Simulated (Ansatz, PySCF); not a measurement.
Si(All)(Cl)2(F) (C3H5Cl2FSi), SMILES C=CC[Si](F)(Cl)Cl. Atoms are numbered in the order given.

```xyz
12

C      2.7124    -1.3707    -0.9534
C      1.6029    -0.8205    -1.4602
C      1.0983     0.5513    -1.1260
Si    -0.3013     0.5030     0.0958
F     -0.9079     1.9868     0.2965
Cl    -1.8253    -0.6977    -0.5708
Cl     0.3357    -0.1535     1.9285
H      3.3608    -0.8214    -0.2616
H      3.0088    -2.3901    -1.2148
H      0.9727    -1.4106    -2.1382
H      1.8916     1.1780    -0.6814
H      0.7236     1.0779    -2.0228
```
Charge 0, spin multiplicity 1.

The structure is a stationary point at r2SCAN-D4/def2-SVP. The values are those of a single conformer.

Two levels are set side by side: PBE-D3(BJ)/def2-SVP (Ansatz, a program for electronic structure) and r2SCAN-D4/def2-SVP (Ansatz). Each level has its own optimised geometry; the coordinates shown are those of the second. Frequencies come from the Hessian of PySCF at each geometry. Differences are taken from unrounded values.

```
quantity                            r2SCAN-D4
----------------------------------  ---------
mean bond length (Å)                    1.446
bond C1–C2 (Å)                          1.338
bond C2–C3 (Å)                          1.499
bond C3–Si4 (Å)                         1.858
bond Si4–F5 (Å)                         1.616
bond Si4–Cl6 (Å)                        2.051
bond Si4–Cl7 (Å)                        2.048
bond C1–H8 (Å)                          1.096
bond C1–H9 (Å)                          1.093
bond C2–H10 (Å)                         1.098
bond C3–H11 (Å)                         1.104
bond C3–H12 (Å)                         1.105
highest harmonic wavenumber (cm⁻¹)       3246
mean harmonic wavenumber (cm⁻¹)          1127
zero-point energy (kcal/mol)            48.31
```

What does PBE-D3(BJ) give, and how far is it from r2SCAN-D4? (Estimate from the structure and the level; the computed values follow.)


| quantity | PBE-D3(BJ) | PBE-D3(BJ) minus r2SCAN-D4 |
|---|---|---|
| mean bond length (Å) | 1.455 | 0.009 |
| bond C1–C2 (Å) | 1.345 | 0.007 |
| bond C2–C3 (Å) | 1.502 | 0.003 |
| bond C3–Si4 (Å) | 1.872 | 0.014 |
| bond Si4–F5 (Å) | 1.630 | 0.015 |
| bond Si4–Cl6 (Å) | 2.063 | 0.011 |
| bond Si4–Cl7 (Å) | 2.059 | 0.011 |
| bond C1–H8 (Å) | 1.103 | 0.007 |
| bond C1–H9 (Å) | 1.100 | 0.007 |
| bond C2–H10 (Å) | 1.104 | 0.007 |
| bond C3–H11 (Å) | 1.111 | 0.006 |
| bond C3–H12 (Å) | 1.112 | 0.006 |
| highest harmonic wavenumber (cm⁻¹) | 3176 | -70 |
| mean harmonic wavenumber (cm⁻¹) | 1099 | -28 |
| zero-point energy (kcal/mol) | 47.13 | -1.19 |
